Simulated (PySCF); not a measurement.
Orbital picture of SrLi

BLYP at R = 3.646 Å; Sr def2-SVPD with ECP28, Li def2-SVPD; scalar-relativistic core potentials (PySCF 2.14). State: ²Σ⁺ (doublet), unpaired electrons σ ↑. Only the outer orbitals are listed, counted within each symmetry, core potentials removing the inner ones.

```
spin  orbital  occ.  ε (eV)  on Sr (%)            main shells (%)
   α       1σ     1  -51.31          0                   100 Li s
   α       2σ     1  -41.34        100                   100 Sr s
   α       1π     1  -22.95        100                   100 Sr p
   α       1π     1  -22.95        100                   100 Sr p
   α       3σ     1  -22.87        100                   100 Sr p
   α       4σ     1   -3.77         63           65 Sr s, 31 Li s
   α       5σ     1   -2.55         46  50 Li s, 21 Sr p, 18 Sr s
   α       2π     0   -1.51         54  46 Li p, 32 Sr d, 22 Sr p
   α       2π     0   -1.51         54  46 Li p, 32 Sr d, 22 Sr p
   α       6σ     0   -1.44         43  45 Li p, 36 Sr d, 12 Li s
   β       1σ     1  -51.16          0                   100 Li s
   β       2σ     1  -41.30        100                   100 Sr s
   β       1π     1  -22.93        100                   100 Sr p
   β       1π     1  -22.93        100                   100 Sr p
   β       3σ     1  -22.83        100                   100 Sr p
   β       4σ     1   -3.61         75           75 Sr s, 19 Li s
   β       5σ     0   -2.07         57  41 Li s, 30 Sr p, 15 Sr s
   β       2π     0   -1.38         74  44 Sr d, 30 Sr p, 26 Li p
   β       2π     0   -1.38         74  44 Sr d, 30 Sr p, 26 Li p
```

Q: Which are the highest filled and the lowest empty level, where do they sit, and how wide is the gap?

A: Highest filled α 5σ at -2.55 eV (in %: 50 Li s, 21 Sr p, 18 Sr s); lowest empty β 5σ at -2.07 eV (in %: 41 Li s, 30 Sr p, 15 Sr s); the gap at BLYP is 0.48 eV.

```json
{
  "bond order (Mayer)": "0.85",
  "⟨S²⟩": "0.754",
  "charge on Sr (Mulliken, basis-dependent)": "0.17",
  "charge on Sr (Löwdin, basis-dependent)": "0.10",
  "dipole moment (positive dipole means Sr(−)Li(+))": "-0.54 D"
}
```

Spin–orbit coupling is left out. The state was picked by a PBE0 search and need not be the measured ground state.
